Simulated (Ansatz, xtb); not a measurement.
# Ligand exchange: I2 + SiH3(CH3) → SiH3I + CH3I

Species: I2 (iodine), singlet; SiH3(CH3) (methylsilane), singlet; SiH3I `[SiH3]I`, singlet; CH3I (methyl iodide) `CI`, singlet. The partners trade I for SiH3: I–I and C–SiH3 bonds give way to I–SiH3 and C–I.

Shapes, held fixed at every level: PBE0-D4/def2-TZVP. Programs: Ansatz 0.2.0, xtb 6.7.1. The zero-point and thermal change to 298 K, harmonic and unscaled (PBE0-D4/def2-TZVP), is +0.6 kJ/mol.

```tsv
level	kind	ΔH(298 K) (kJ/mol)	less CCSD(T)/def2-TZVPP
GFN1-xTB	semi-empirical	-95.7	-52.8
PBE-D4/def2-TZVPP	GGA	-28.1	+14.8
r2SCAN-D4/def2-TZVPP	meta-GGA	-33.4	+9.5
B3LYP-D4/def2-TZVPP	global hybrid	-25.0	+17.9
PBE0-D4/def2-TZVPP	global hybrid	-32.3	+10.6
r2SCAN0-D4/def2-TZVPP	global hybrid	-35.7	+7.2
wB97M-V/def2-TZVPP	range-separated hybrid	-32.4	+10.5
CCSD/def2-SVP	coupled cluster or CI	-33.8	+9.1
CCSD(T)/def2-TZVPP	coupled cluster or CI	-42.9	0.0
```

The highest level, CCSD(T)/def2-TZVPP, gives ΔH(298 K) = -42.9 kJ/mol; the levels span -95.7 to -25.0. The column of differences is taken from that level and isn't an error. No measured value is set beside it here. For atoms past krypton def2 sets carry core potentials with scalar relativity. Outer-core shells of I are correlated, in sets that cover them unevenly. CCSD(T)/def2-TZVPP lies outside the range of all other levels here, so it shouldn't be taken on trust.
